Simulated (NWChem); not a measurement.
System: C2H3FOSi; SMILES F[Si@H](C#C)O

```xyz
8

C      0.0609    -2.4930     0.2054
C      0.0123    -1.2985    -0.0211
Si    -0.0294     0.4931    -0.3858
O      1.2393     1.2633     0.3201
F     -1.4301     1.0504     0.2062
H      0.0999    -3.5500     0.4050
H      0.0178     0.7857    -1.8297
H      1.4596     1.0213     1.2247
```
Atoms are numbered in this order, from 1.

Program: NWChem. Pople sets run with spherical d functions. Structure relaxed at the PBE0/def2-SVP level. Vzz is the largest principal value of the second derivative of the potential at the nucleus (NWChem prints the opposite sign); η is the asymmetry. Non-relativistic.

| level | Vzz O4 (a.u.) | η O4 |
|---|---|---|
| PBE/6-31G* | 1.317 | 0.52 |
| PBE/cc-pVTZ | ? | 0.50 |
| CAM-B3LYP/cc-pVTZ | 1.381 | 0.50 |
| CAM-B3LYP/def2-SVP | 1.413 | 0.51 |

Some entries are withheld; supply them.


- PBE/cc-pVTZ, Vzz O4 (a.u.): 1.339
